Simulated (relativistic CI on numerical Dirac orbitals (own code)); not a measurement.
Charge states of holmium

These numbers are calculated, not measured: Dirac-Coulomb-Breit CI, orbitals from a KLI potential per configuration, QED by a radiative potential, valence Slater integrals scaled by 0.9 (own radial code, finite nucleus).

Each species is treated in one configuration, given outside its closed core. Radial values are for the open shell of highest l, unscaled and averaged over j; ζ includes the Breit term. Labels give the leading LS character, summed over repeated terms.

```tsv
Ion	Configuration	Its lowest level	LS weight (%)	ζ (cm⁻¹)	Next level	E (cm⁻¹)	g_J	g√(J(J+1))
Ho⁵²⁺	3s2 3p3	?	?	?	?	?	?	?
Ho⁵³⁺	3s2 3p2	3P_0	70	1.212e+06	3P_1	1.7354e+06		0.00
Ho⁵⁴⁺	3s2 3p	2P°_1/2	100	1.227e+06	2P°_3/2	1.8431e+06	0.651	0.56
Ho⁵⁵⁺	3s2	1S_0	100					0.00
Ho⁵⁶⁺	3s	2S_1/2	100				1.987	1.72
Ho⁵⁷⁺	2s2 2p6	1S_0	100					0.00
Ho⁵⁸⁺	2s2 2p5	2P°_3/2	100	4.738e+06	2P°_1/2	7.1159e+06	1.305	2.53
Ho⁵⁹⁺	2s2 2p4	3P_2	68	4.811e+06	1S_0	404540	1.313	3.22
Ho⁶⁰⁺	2s2 2p3	J = 3/2 (mixed)	48	4.886e+06	4S°_3/2	7.07e+06	1.323	2.56
Ho⁶¹⁺	2s2 2p2	3P_0	69	4.961e+06	3P_1	7.2111e+06		0.00
Ho⁶²⁺	2s2 2p	2P°_1/2	100	5.037e+06	2P°_3/2	7.5651e+06	0.625	0.54
Ho⁶³⁺	2s2	1S_0	100					0.00
Ho⁶⁴⁺	2s	2S_1/2	100				1.961	1.70
Ho⁶⁵⁺	1s2	1S_0	100					0.00
```

Task: Fill in the row of Ho⁵²⁺.

Result: Its lowest level J = 3/2 (mixed); LS weight (%) 48; ζ (cm⁻¹) 1.197e+06; Next level 4S°_3/2; E (cm⁻¹) 1.6976e+06; g_J 1.351; g√(J(J+1)) 2.62.
